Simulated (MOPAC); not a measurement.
Input for MOPAC: PM3 on GaH4NO (SMILES [NH2][GaH][OH]), a point of a torsion scan.

```
PM3 1SCF PRECISE CHARGE=0 THREADS=1
GaH4NO

N      1.29141266 1    -0.49894365 1    -0.00760132 1
Ga    -0.21760936 1     0.54318971 1    -0.22336106 1
O     -1.58030091 1    -0.34979513 1    -0.75498954 1
H      1.69413691 1    -0.52433993 1     0.92555938 1
H      2.06238635 1    -0.31638259 1    -0.64438052 1
H     -0.38446703 1     2.05843270 1     0.01889440 1
H     -2.49669566 1    -0.22583177 1    -0.98200302 1
```

Output:

```
*******************************************************************************
 **                                                                           **
 **                              MOPAC v23.2.5                                **
 **                                                                           **
 *******************************************************************************
 ** MOPAC's Digital Object Identifier: https://doi.org/10.5281/zenodo.6511958 **
 **                                                                           **
 ** Please cite the open-source release paper for use of this MOPAC version:  **
 ** J. E. Moussa and J. J. P. Stewart (2026)                                  **
 ** MOPAC: An open-source semiempirical molecular orbital program             **
 ** J. Open Source Softw., 11(119), 8025, https://doi.org/10.21105/joss.08025 **
 *******************************************************************************

                              PM3 CALCULATION RESULTS

 *******************************************************************************
 *  PM3        - The PM3 Hamiltonian to be used
 *
 *
 *
 *                 CHARGE ON SYSTEM = 0
 *
 *
 *
 *  PRECISE    - TIGHTER CRITERIA TO BE USED
 *  1SCF       - DO 1 SCF AND THEN STOP
 *  THREADS=1  - MULTI-THREADING NOT USED
 *  T=         - A TIME OF 172800.0 SECONDS REQUESTED
 *  DUMP=N     - RESTART FILE WRITTEN EVERY 7200.0 SECONDS REQUESTED
 *******************************************************************************
PM3 1SCF PRECISE CHARGE=0 THREADS=1
 GaH4NO

   ATOM   CHEMICAL          X               Y               Z
  NUMBER   SYMBOL      (ANGSTROMS)     (ANGSTROMS)     (ANGSTROMS)

     1       N          1.29141266  *  -0.49894365  *  -0.00760132  *
     2      Ga         -0.21760936  *   0.54318971  *  -0.22336106  *
     3       O         -1.58030091  *  -0.34979513  *  -0.75498954  *
     4       H          1.69413691  *  -0.52433993  *   0.92555938  *
     5       H          2.06238635  *  -0.31638259  *  -0.64438052  *
     6       H         -0.38446703  *   2.05843270  *   0.01889440  *
     7       H         -2.49669566  *  -0.22583177  *  -0.98200302  *



          CARTESIAN COORDINATES

    NO.       ATOM           X           Y           Z

     1         N          1.2914     -0.4989     -0.0076
     2        Ga         -0.2176      0.5432     -0.2234
     3         O         -1.5803     -0.3498     -0.7550
     4         H          1.6941     -0.5243      0.9256
     5         H          2.0624     -0.3164     -0.6444
     6         H         -0.3845      2.0584      0.0189
     7         H         -2.4967     -0.2258     -0.9820

  H: (PM3): J. J. P. STEWART, J. COMP. CHEM. 10, 209 (1989).
  N: (PM3): J. J. P. STEWART, J. COMP. CHEM. 10, 209 (1989).
  O: (PM3): J. J. P. STEWART, J. COMP. CHEM. 10, 209 (1989).
 Ga: (PM3): J. J. P. STEWART, J. COMP. CHEM. 12, 320-341 (1991).

           Empirical Formula: H4 N O Ga  =     7 atoms



      MOLECULAR POINT GROUP   :   Cs


      RHF CALCULATION, NO. OF DOUBLY OCCUPIED LEVELS = 9


 -------------------------------------------------------------------------------
 PM3 1SCF PRECISE CHARGE=0 THREADS=1
 GaH4NO



     1SCF WAS SPECIFIED, SO BFGS WAS NOT USED
     SCF FIELD WAS ACHIEVED


                              PM3 CALCULATION
                                                       MOPAC v23.2.5 Linux




          FINAL HEAT OF FORMATION =         12.38504 KCAL/MOL =      51.81901 KJ/MOL


          COSMO AREA              =         93.69 SQUARE ANGSTROMS
          COSMO VOLUME            =         74.37 CUBIC ANGSTROMS

          IONIZATION POTENTIAL    =          9.202762 EV
          HOMO LUMO ENERGIES (EV) =         -9.203 -1.805
          NO. OF FILLED LEVELS    =          9
          MOLECULAR WEIGHT        =        103.7727         POINT GROUP:  Cs

          MOLECULAR DIMENSIONS (Angstroms)

            Atom       Atom       Distance
            H     7    H     4     4.61421
            H     6    H     5     2.76574
            H     4    H     5     1.39228


          SCF CALCULATIONS        =          1





   ATOM   CHEMICAL          X               Y               Z
  NUMBER   SYMBOL      (ANGSTROMS)     (ANGSTROMS)     (ANGSTROMS)

     1       N          1.29141266  *  -0.49894365  *  -0.00760132  *
     2      Ga         -0.21760936  *   0.54318971  *  -0.22336106  *
     3       O         -1.58030091  *  -0.34979513  *  -0.75498954  *
     4       H          1.69413691  *  -0.52433993  *   0.92555938  *
     5       H          2.06238635  *  -0.31638259  *  -0.64438052  *
     6       H         -0.38446703  *   2.05843270  *   0.01889440  *
     7       H         -2.49669566  *  -0.22583177  *  -0.98200302  *

                             CARTESIAN COORDINATES

   1    N        1.291412660    -0.498943650    -0.007601320
   2   Ga       -0.217609360     0.543189710    -0.223361060
   3    O       -1.580300910    -0.349795130    -0.754989540
   4    H        1.694136910    -0.524339930     0.925559380
   5    H        2.062386350    -0.316382590    -0.644380520
   6    H       -0.384467030     2.058432700     0.018894400
   7    H       -2.496695660    -0.225831770    -0.982003020


           Empirical Formula: H4 N O Ga  =     7 atoms



      MOLECULAR POINT GROUP   :   Cs


                  EIGENVALUES
 -34.88296 -28.04772 -17.73188 -15.25077 -14.38530 -11.82185 -11.31008 -10.78776
  -9.20276  -1.80507  -1.28619  -1.05315   0.25390   3.97528   4.98913   5.86500


              NET ATOMIC CHARGES AND DIPOLE CONTRIBUTIONS

  ATOM NO.   TYPE          CHARGE      No. of ELECS.   s-Pop       p-Pop
    1          N          -0.272637        5.2726     1.45635     3.81628
    2         Ga           0.836684        2.1633     1.14035     1.02297
    3          O          -0.726555        6.7266     1.78273     4.94382
    4          H           0.038502        0.9615     0.96150
    5          H           0.038460        0.9615     0.96154
    6          H          -0.135502        1.1355     1.13550
    7          H           0.221048        0.7790     0.77895
 DIPOLE           X         Y         Z       TOTAL
 POINT-CHG.     1.243     2.322     0.744     2.737
 HYBRID        -0.192     0.040    -0.105     0.223
 SUM            1.051     2.362     0.639     2.663


          ATOMIC ORBITAL ELECTRON POPULATIONS

     Atom    s        px        py        pz
    1  N   1.45635   1.08343   1.71282   1.02004
    2 Ga   1.14035   0.25711   0.49852   0.26733
    3  O   1.78273   1.30507   1.89956   1.73919
    4  H   0.96150
    5  H   0.96154
    6  H   1.13550
    7  H   0.77895

 **********************
 *                    *
 * JOB ENDED NORMALLY *
 *                    *
 **********************




 == MOPAC DONE ==
```

The run finished.

Cost: roughly 0.020 core-seconds.
